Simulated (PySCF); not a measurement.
## Polarisability and C₆ of N³⁺ (nitrogen, charge +3)

[He] 2s2, closed-shell 1S. All numbers are calculated (PySCF 2.14, no relativity, point nucleus, in aug-cc-pV5Z (7s6p5d4f3g2h, 127 functions)). Coupled (time-dependent) response in atomic units; α is the mean over directions.

| method | mean α (bohr³) | C₆ (like pair) | S(−4) |
| --- | --- | --- | --- |
| UHF | 2.238 | 2.257 | 7.119 |
| PBE | 2.096 | 2.069 | 6.156 |
| PBE0 | 2.126 | 2.109 | 6.341 |
| TPSS | 2.139 | 2.190 | 6.015 |
| M06 | 2.098 | 2.019 | 6.514 |

S(−4) is the Cauchy moment in α(ω) = α(0) + S(−4) ω² + …

α(iu) at PBE0:

```csv
u (hartree),α(iu) (bohr³)
0,2.126
0.0500,2.110
0.100,2.064
0.200,1.901
0.300,1.683
0.500,1.247
0.750,0.8520
1.00,0.6099
1.50,0.3606
2.00,0.2427
3.00,0.1352
5.00,0.06203
```

For an ion, C₆ is the dispersion term alone; charge-induced terms of lower order in 1/R come first.
